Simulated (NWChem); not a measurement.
The numbers come from NWChem runs, not from measurements. System: C₂H₄N, charge 0, spin multiplicity 2, at a geometry optimised with UPBE0/def2-SVP. The structure started from a generated list of species. Its SCF solution wasn't tested for a lower state. Level: UHF/cc-pVTZ.

Job file:

```
start mol
memory heap 200 mb stack 900 mb global 1100 mb
geometry units angstroms nocenter noautoz
  C     -1.299161     0.236940     0.000000
  N     -0.105208     0.481740     0.000000
  C      1.046562    -0.381298     0.000000
  H     -1.860226    -0.724203     0.000000
  H      1.664447    -0.163298    -0.884329
  H      1.664447    -0.163298     0.884329
  H      0.783386    -1.455230     0.000000
  symmetry group Cs
end
basis spherical
  * library cc-pvtz
end
scf
  uhf
  nopen 1
  maxiter 100
  thresh 1e-7
  semidirect memsize 60000000 filesize 0
  # guess.movecs holds the orbitals of an unrestricted PBE0 run
  vectors input guess.movecs output mol.movecs
end
task scf energy
```

Output (cleaned and shortened):

```
             Northwest Computational Chemistry Package (NWChem) 7.3.0
             --------------------------------------------------------

                                NWChem Input Module
                                -------------------

 Scaling coordinates for geometry "geometry" by  1.889725989
 (inverse scale =  0.529177249)

 Turning off AUTOSYM since
 SYMMETRY directive was detected!

                             Geometry "geometry" -> ""
                             -------------------------

 Output coordinates in angstroms (scale by  1.889725989 to convert to a.u.)

  No.       Tag          Charge          X              Y              Z
 ---- ---------------- ---------- -------------- -------------- --------------
    1 C                    6.0000    -1.29916100     0.23694000     0.00000000
    2 N                    7.0000    -0.10520800     0.48174000     0.00000000
    3 C                    6.0000     1.04656200    -0.38129800     0.00000000
    4 H                    1.0000    -1.86022600    -0.72420300     0.00000000
    5 H                    1.0000     1.66444700    -0.16329800    -0.88432900
    6 H                    1.0000     1.66444700    -0.16329800     0.88432900
    7 H                    1.0000     0.78338600    -1.45523000     0.00000000

 Effective nuclear repulsion energy (a.u.)      65.7368756623

            Nuclear Dipole moment (a.u.)
            ----------------------------
        X                 Y               Z
 ---------------- ---------------- ----------------
     0.0000075589     0.0000056692     0.0000000000

      Symmetry information
      --------------------

 Group name             Cs
 Group number              2
 Group order               2
 No. of unique centers     6

      Symmetry unique atoms

     1    2    3    4    5    7


 Summary of "ao basis" -> "" (spherical)
 ------------------------------------------------------------------------------
       Tag                 Description            Shells   Functions and Types
 ---------------- ------------------------------  ------  ---------------------
[...]
           0.000000000000           0.000000000000         183.413729149591

  Mulliken analysis of the total density
  --------------------------------------

    Atom       Charge   Shell Charges
 -----------   ------   -------------------------------------------------------
    1 C    6     6.10   1.96  0.83  0.17  0.41  0.76  1.33  0.52  0.03  0.08  0.01
    2 N    7     7.16   1.95  0.92  0.20  0.38  0.98  1.83  0.84  0.01  0.05  0.01
    3 C    6     6.10   1.96  0.81  0.15  0.31  0.80  1.50  0.47  0.02  0.07  0.01
    4 H    1     0.89   0.25  0.49  0.13  0.01  0.02  0.00
    5 H    1     0.90   0.26  0.51  0.10  0.01  0.02  0.00
    6 H    1     0.90   0.26  0.51  0.10  0.01  0.02  0.00
    7 H    1     0.94   0.26  0.52  0.13  0.01  0.02  0.00

  Mulliken analysis of the alpha density
  --------------------------------------

    Atom       Charge   Shell Charges
 -----------   ------   -------------------------------------------------------
    1 C    6     3.59   0.98  0.47  0.10  0.22  0.50  0.89  0.37  0.01  0.03  0.00
    2 N    7     3.46   0.98  0.46  0.10  0.18  0.46  0.86  0.38  0.01  0.03  0.00
    3 C    6     3.11   0.98  0.42  0.08  0.15  0.41  0.78  0.24  0.01  0.03  0.00
    4 H    1     0.50   0.14  0.27  0.07  0.00  0.01  0.00
    5 H    1     0.44   0.13  0.25  0.05  0.00  0.01  0.00
    6 H    1     0.44   0.13  0.25  0.05  0.00  0.01  0.00
    7 H    1     0.48   0.13  0.26  0.07  0.00  0.01  0.00

   Mulliken analysis of the beta density
   -------------------------------------

    Atom       Charge   Shell Charges
 -----------   ------   -------------------------------------------------------
    1 C    6     2.51   0.98  0.36  0.07  0.19  0.26  0.44  0.15  0.02  0.04  0.01
    2 N    7     3.71   0.98  0.46  0.10  0.19  0.52  0.97  0.46  0.00  0.02  0.00
    3 C    6     3.00   0.98  0.40  0.07  0.15  0.38  0.72  0.23  0.01  0.04  0.00
    4 H    1     0.40   0.11  0.22  0.06  0.00  0.01  0.00
    5 H    1     0.46   0.13  0.26  0.05  0.00  0.01  0.00
    6 H    1     0.46   0.13  0.26  0.05  0.00  0.01  0.00
    7 H    1     0.46   0.13  0.26  0.06  0.00  0.01  0.00

   Mulliken analysis of the spin density
   -------------------------------------

    Atom       Charge   Shell Charges
 -----------   ------   -------------------------------------------------------
    1 C    6     1.07  -0.00  0.11  0.03  0.04  0.24  0.46  0.22 -0.00 -0.01 -0.00
    2 N    7    -0.25   0.00  0.00  0.00 -0.01 -0.06 -0.12 -0.08  0.00  0.01  0.00
    3 C    6     0.11   0.00  0.02  0.00 -0.00  0.03  0.05  0.01 -0.00 -0.01 -0.00
    4 H    1     0.10   0.02  0.06  0.01  0.00  0.01  0.00
    5 H    1    -0.02  -0.01 -0.01 -0.00  0.00  0.00  0.00
    6 H    1    -0.02  -0.01 -0.01 -0.00  0.00  0.00  0.00
    7 H    1     0.01  -0.00  0.00  0.01  0.00 -0.00  0.00

       Multipole analysis of the density wrt the origin
       ------------------------------------------------

     L   x y z        total         alpha         beta         nuclear
     -   - - -        -----         -----         ----         -------
     0   0 0 0     -0.000000    -12.000000    -11.000000     23.000000

     1   1 0 0      0.187211      1.669524     -1.482321      0.000008
     1   0 1 0     -0.767009     -0.706422     -0.060593      0.000006
     1   0 0 1      0.000000      0.000000      0.000000      0.000000

     2   2 0 0    -12.533949    -58.538788    -48.239301     94.244140
     2   1 1 0      0.893915     10.497339      8.010704    -17.614128
     2   1 0 1      0.000000     -0.000000      0.000000      0.000000
     2   0 2 0    -15.257233    -18.808578    -16.193724     19.745069
     2   0 1 1     -0.000000     -0.000000     -0.000000      0.000000
     2   0 0 2    -14.148932    -10.274325     -9.460021      5.585414

 Task  times  cpu:       13.8s     wall:       13.8s

 Total times  cpu:       13.8s     wall:       13.8s
```
